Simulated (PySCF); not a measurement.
# Spin states of GeP

Unrestricted PBE0; PySCF, no relativity, basis sets Ge def2-TZVPPD, P def2-TZVPPD. Outer shells of the fragments: Ge 3d10 4s2 4p2; P 3s2 3p3.

Followed along the bond (rough minima from three points):

| 2Ms+1 | unpaired | ⟨S²⟩ at the start | R at minimum (Å) | Te (eV) |
| --- | --- | --- | --- | --- |
| 2 | π ↑ | 0.76 | 2.15 | 0.00 |
| 2 | σ ↑ | 0.76 | 2.05 | 0.21 |
| 4 | π ↑↑↑ | 3.76 | none in the scan | ≤ 1.55 |
| 6 | σ ↑, π ↑↑↑↑ | 8.75 | none in the scan | ≤ 3.17 |

Solutions found at the starting distance of 2.225 Å, counted from the lowest of them; the search is not exhaustive and high or unbound solutions are not listed, so other states can lie among these:

```tsv
2Ms+1	unpaired	term	E (eV)	⟨S²⟩	⟨Lz²⟩	μ (D)
2	π ↑	²Π	0.00	0.76	1.01	-1.52
2	σ ↑	²Σ⁺	0.47	0.76	0.00	-1.98
4	π ↑↑↑	⁴Π	1.72	3.76	1.01	0.11
4	σ ↑, π ↑↑	mixed	1.94	3.76	2.02	-0.83
2	π ↑↑↓	mixed	2.07	1.77	3.04	0.09
2	σ ↓, π ↑↑	mixed	2.37	1.78	2.02	-0.77
```

A term symbol is given only where ⟨S²⟩ and ⟨Lz²⟩ are close to those of a pure state; real π, δ and φ orbitals otherwise mix terms. A positive dipole means Ge(−)P(+).

Task: Compare the gap between the two lowest followed solutions at the starting distance with the gap between their minima.

Result: At PBE0 the second solution (doublet, unpaired electrons σ ↑) lies +0.47 eV from the first (doublet, unpaired electrons π ↑) at 2.225 Å and +0.21 eV at the minima; the two curves relax by different amounts, since their minima lie near 2.05 and 2.15 Å.

Spin–orbit coupling is left out. Counting both spins, an empty level lies below a filled one in some of these solutions, because spin and occupation are held.
